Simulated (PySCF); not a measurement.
Sn(H)(F)2(NH2) (F2H3NSn), SMILES [SnH]([F])([NH2])[F].

Coordinates come from a B3LYP-D3(BJ)/def2-SVP optimisation. The def2 effective core potentials stand for the cores of Sn; spin–orbit coupling is left out. The values are those of a single conformer.

Computed with PBE/def2-TZVPD run with PySCF.

Gas-phase values at a fixed geometry.

```
Item                                                                                                             Value
---------------------------------------------------------------------------------------------  -----------------------
total energy                                                                                        -470.47351 hartree
point group                                                                                                         Cs
highest occupied level                                                                                        -7.01 eV
lowest empty level                                                                                            -2.56 eV
orbital gap                                                                                                    4.44 eV
dipole moment                                                                                                   2.47 D
quadrupole, principal values (traceless, Buckingham form, about the centre of nuclear charge)  -5.74, -4.46, 10.20 D·Å
mean static polarisability                                                                        50.1 bohr³ (7.43 Å³)
polarisability, principal values                                                                46.3, 47.7, 56.4 bohr³
```
